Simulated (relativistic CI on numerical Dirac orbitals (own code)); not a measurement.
# Ligand-field terms of d2

Computed with a parametric ligand-field model of a d^n configuration (Racah B and C, spin-orbit zeta, crystal field), exact diagonalisation.

Field parameters in Wybourne normalisation: Oh B⁴₀ = 21Dq, B⁴₄ = √(5/14) B⁴₀; Td as Oh with Dq negative (B⁴₀ = 21Dq, B⁴₄ = √(5/14) B⁴₀). The field is a parameter set, without covalency.

Question: A d2 ion in Oh symmetry has the ground term 3T1 and bands at 1T2 13976 cm⁻¹ (716 nm), 1E 14151 cm⁻¹ (707 nm), 1A1 31794 cm⁻¹ (315 nm), 3T2 34393 cm⁻¹ (291 nm), 3T1 47436 cm⁻¹ (211 nm), 3A2 71043 cm⁻¹ (141 nm). Which parameters reproduce them?

Answer: B = 1020, C = 3700, ζ = 0 cm⁻¹, Oh, 10Dq = 36650 cm⁻¹.

Question: Ground term and bands for B = 890, C = 4490, ζ = 0 cm⁻¹, Td, 10Dq = -10050 cm⁻¹?

Answer: Ground term 3A2 with 2.00 electrons in the two orbitals of the cubic e set. Spin-allowed: 3T2 10050 cm⁻¹ (995 nm), 3T1 16313 cm⁻¹ (613 nm), 3T1 27187 cm⁻¹ (368 nm). Lowest spin-forbidden: 1E 15657 cm⁻¹ (639 nm), 1A1 25143 cm⁻¹ (398 nm), 1T2 25341 cm⁻¹ (395 nm). With an A2 ground term the first spin-allowed band lies at |10Dq| itself.

Question: Ground term and bands for B = 400, C = 2050, ζ = 0 cm⁻¹, Oh, 10Dq = 10500 cm⁻¹?

Answer: Ground term 3T1 with 0.03 electrons in the two orbitals of the cubic e set. Spin-allowed: 3T2 9697 cm⁻¹ (1031 nm), 3T1 14895 cm⁻¹ (671 nm), 3A2 20197 cm⁻¹ (495 nm). Lowest spin-forbidden: 1T2 6711 cm⁻¹ (1490 nm), 1E 6805 cm⁻¹ (1470 nm), 1A1 14273 cm⁻¹ (701 nm).

Question: Ground term and bands for B = 710, C = 2690, ζ = 0 cm⁻¹, Oh, 10Dq = 19500 cm⁻¹?

Answer: Ground term 3T1 with 0.03 electrons in the two orbitals of the cubic e set. Spin-allowed: 3T2 18053 cm⁻¹ (554 nm), 3T1 27256 cm⁻¹ (367 nm), 3A2 37553 cm⁻¹ (266 nm). Lowest spin-forbidden: 1T2 10006 cm⁻¹ (999 nm), 1E 10166 cm⁻¹ (984 nm), 1A1 22086 cm⁻¹ (453 nm).

Question: A d2 ion in Oh symmetry has the ground term 3T1 and bands at 1T2 10702 cm⁻¹ (934 nm), 1E 10866 cm⁻¹ (920 nm), 3T2 19608 cm⁻¹ (510 nm), 1A1 23645 cm⁻¹ (423 nm), 3T1 29316 cm⁻¹ (341 nm), 3A2 40758 cm⁻¹ (245 nm). Which parameters reproduce them?

Answer: B = 750, C = 2910, ζ = 0 cm⁻¹, Oh, 10Dq = 21150 cm⁻¹.
